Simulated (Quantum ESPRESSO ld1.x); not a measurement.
Species: Gd III. Configuration: [Xe] 4f(up 6, down 1) 5d(up 0.5, down 0.5) (fractional occupations, a model configuration). All-electron calculation, scalar-relativistic Kohn-Sham, LDA (Slater exchange, VWN5 correlation), spin-polarised, spherical densities, point nucleus. Program: ld1.x of Quantum ESPRESSO 7.5.

Normalised radial functions P(r) = r R(r), r in bohr:

| r | 4f up | 5d up | 5d down |
|---|---|---|---|
| 0.001406 | 0.0000 | 0.0000 | 0.0000 |
| 0.001637 | 0.0000 | 0.0000 | 0.0000 |
| 0.001891 | 0.0000 | 0.0000 | 0.0000 |
| 0.002183 | 0.0000 | 0.0000 | 0.0000 |
| 0.002542 | 0.0000 | 0.0000 | 0.0000 |
| 0.002935 | 0.0000 | 0.0000 | 0.0000 |
| 0.00339 | 0.0000 | 0.0001 | 0.0001 |
| 0.003947 | 0.0000 | 0.0001 | 0.0001 |
| 0.004558 | 0.0000 | 0.0001 | 0.0001 |
| 0.005306 | 0.0000 | 0.0002 | 0.0002 |
| 0.006128 | 0.0000 | 0.0003 | 0.0003 |
| 0.007077 | 0.0000 | 0.0005 | 0.0005 |
| 0.008239 | 0.0000 | 0.0007 | 0.0007 |
| 0.009515 | 0.0000 | 0.0011 | 0.0010 |
| 0.01099 | 0.0000 | 0.0016 | 0.0015 |
| 0.01279 | 0.0001 | 0.0024 | 0.0023 |
| 0.01477 | 0.0001 | 0.0035 | 0.0033 |
| 0.01706 | 0.0002 | 0.0051 | 0.0048 |
| 0.01986 | 0.0004 | 0.0075 | 0.0071 |
| 0.02294 | 0.0006 | 0.0107 | 0.0101 |
| 0.02649 | 0.0011 | 0.0151 | 0.0144 |
| 0.03084 | 0.0019 | 0.0216 | 0.0205 |
| 0.03562 | 0.0031 | 0.0299 | 0.0285 |
| 0.04114 | 0.0050 | 0.0408 | 0.0389 |
| 0.04789 | 0.0083 | 0.0557 | 0.0530 |
| 0.05531 | 0.0132 | 0.0734 | 0.0698 |
| 0.06387 | 0.0208 | 0.0945 | 0.0900 |
| 0.07436 | 0.0331 | 0.1200 | 0.1142 |
| 0.08587 | 0.0505 | 0.1458 | 0.1387 |
| 0.09997 | 0.0774 | 0.1720 | 0.1636 |
| 0.1155 | 0.1134 | 0.1919 | 0.1826 |
| 0.1333 | 0.1626 | 0.2023 | 0.1925 |
| 0.1552 | 0.2316 | 0.1967 | 0.1872 |
| 0.1793 | 0.3150 | 0.1704 | 0.1621 |
| 0.207 | 0.4163 | 0.1204 | 0.1145 |
| 0.241 | 0.5403 | 0.0423 | 0.0402 |
| 0.2783 | 0.6684 | -0.0499 | -0.0475 |
| 0.3215 | 0.7978 | -0.1481 | -0.1409 |
| 0.3742 | 0.9228 | -0.2402 | -0.2286 |
| 0.4322 | 1.0166 | -0.2972 | -0.2832 |
| 0.4991 | 1.0750 | -0.3087 | -0.2948 |
| 0.5811 | 1.0907 | -0.2615 | -0.2510 |
| 0.6711 | 1.0613 | -0.1615 | -0.1573 |
| 0.775 | 0.9936 | -0.0185 | -0.0227 |
| 0.9022 | 0.8898 | 0.1596 | 0.1458 |
| 1.042 | 0.7716 | 0.3318 | 0.3102 |
| 1.203 | 0.6449 | 0.4864 | 0.4602 |
| 1.401 | 0.5126 | 0.6123 | 0.5859 |
| 1.618 | 0.3965 | 0.6853 | 0.6631 |
| 1.883 | 0.2896 | 0.7092 | 0.6953 |
| 2.175 | 0.2057 | 0.6839 | 0.6797 |
| 2.512 | 0.1390 | 0.6189 | 0.6242 |
| 2.924 | 0.0864 | 0.5190 | 0.5324 |
| 3.377 | 0.0514 | 0.4088 | 0.4266 |
| 3.901 | 0.0281 | 0.2978 | 0.3166 |
| 4.541 | 0.0134 | 0.1936 | 0.2101 |
| 5.244 | 0.0059 | 0.1158 | 0.1284 |
| 6.056 | 0.0023 | 0.0616 | 0.0698 |
| 7.051 | 0.0007 | 0.0272 | 0.0317 |
| 8.143 | 0.0002 | 0.0107 | 0.0128 |

4f up: eigenvalue -24.244 eV, 0 radial nodes, <r> = 0.849 bohr, 90 % of the charge inside 1.45 bohr. 5d up: eigenvalue -15.678 eV, 2 radial nodes at r = 0.258, 0.788 bohr, <r> = 2.33 bohr, 90 % of the charge inside 3.57 bohr. 5d down: eigenvalue -15.072 eV, 2 radial nodes at r = 0.258, 0.792 bohr, <r> = 2.40 bohr, 90 % of the charge inside 3.68 bohr.
